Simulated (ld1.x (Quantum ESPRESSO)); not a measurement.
**aluminium, PAW: configuration errors across variants**

| Property | Result |
| --- | --- |
| Element | Al |
| Generator | ld1.x (Quantum ESPRESSO) 7.5 |
| Type | PAW |
| Functional | LDA (PZ) |
| Relativity | scalar-relativistic |
| Frozen core | [Ne] |
| Valence charge | 3 |
| Reference configuration | 3s2 3p1 |
| Partial waves | 3s (bound): rcut 1.80, rcutus 2.15 bohr; 3s channel at 0.6 Ry: rcut 1.80, rcutus 2.15 bohr; 3p (bound): rcut 2.45, rcutus 3.15 bohr; 3p channel at 2.35 Ry: rcut 2.45, rcutus 3.15 bohr; 3d channel at 0.05 Ry: rcut 2.05, rcutus 2.80 bohr |
| Local potential | all-electron potential smoothed inside 1.90 bohr (lloc = -1) |
| Core correction | Bessel-smoothed model core inside 2.15 bohr |
| Augmentation charge | PSQ, inside the norm-conserving radii |

All-electron excitation energies from the reference (eV): (1) 3s2 3p0 5.847; (2) 3s1 3p0 25.224; (3) 3s2 3p0.5 2.125; (4) 3s1 3p1 11.666.

Errors AE − PS in meV (a dash: test not solved or not reliable):

| change | (1) | (2) | (3) | (4) | bound ghosts |
| --- | --- | --- | --- | --- | --- |
| base | -1.3 | -26 | -0.1 | -3.9 | none |
| local potential all-electron potential smoothed inside 1.24 bohr (lloc = -1) | -1.3 | -25 | -0.1 | -3.6 | none |
| local potential all-electron potential smoothed inside 1.64 bohr (lloc = -1) | -1.3 | -25 | -0.1 | -3.8 | none |
| local potential all-electron potential smoothed inside 1.94 bohr (lloc = -1) | -1.3 | -26 | -0.1 | -3.9 | none |
| local potential all-electron potential smoothed inside 2.18 bohr (lloc = -1) | -1.3 | -26 | -0.1 | -3.9 | none |
| local potential all-electron potential smoothed inside 2.42 bohr (lloc = -1) | -1.3 | -26 | -0.1 | -3.9 | none |
| local potential all-electron potential smoothed inside 2.98 bohr (lloc = -1) | -1.3 | -26 | 0.0 | -3.0 | none |
| local potential all-electron potential smoothed inside 3.40 bohr (lloc = -1) | -1.3 | -23 | -0.2 | -4.9 | none |
| local potential all-electron potential smoothed inside 3.70 bohr (lloc = -1) | -1.3 | -24 | -0.2 | -4.6 | none |

(1) Give the same row for: local potential all-electron potential smoothed inside 2.68 bohr (lloc = -1).

## Answers

(1) -1.3, -26, -0.1, -3.7; bound ghosts: none.
